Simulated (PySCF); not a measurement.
# Fe⁻ (iron, charge -1) across methods

[Ar] 3d7 4s2, high-spin 4F determinant. Computed with PySCF 2.14 in def2-TZVPPD (6s6p4d2f1g, 67 functions), with the non-relativistic Hamiltonian (point nucleus).

| method | E (hartree) | mean ε 3d α (eV) | mean ε 4s β (eV) | mean ε 3d β (eV) | Σ⟨r²⟩ (bohr²) | ⟨S²⟩ |
| --- | --- | --- | --- | --- | --- | --- |
| BLYP | -1263.748 | 1.773 | 1.830 | 3.541 | 56.05 | 3.765 |
| wB97X-V | -1263.508 | -2.660 | -0.434 | -0.484 | 56.75 | 3.763 |
| PBE | -1263.439 | 1.501 | 1.691 | 3.425 | 56.47 | 3.769 |
| MN15 | -1263.785 | -1.587 | 0.468 | 1.034 | 57.78 | 3.772 |
| PBE0 | -1263.445 | -0.404 | 1.170 | 1.939 | 56.81 | 3.769 |
| r2SCAN0 | -1263.612 | -0.632 | 1.070 | 1.838 | 56.79 | 3.774 |
| UHF | -1262.33924 | -5.960 | 0.402 | -2.259 | 59.16 | 3.772 |
| r2SCAN | -1263.650 | 1.244 | 1.542 | 3.334 | 56.60 | 3.776 |

(1) Estimate the same row for LDA.

The highest occupied level is positive at BLYP, PBE, MN15, PBE0, r2SCAN0, UHF, LDA, r2SCAN: only the finite basis holds that electron, at UHF too, so the state is unbound at these levels.

## Answers

(1) E (hartree) = -1261.217; mean ε 3d α (eV) = 1.340; mean ε 4s β (eV) = 1.576; mean ε 3d β (eV) = 3.500; Σ⟨r²⟩ (bohr²) = 55.73; ⟨S²⟩ = 3.770.
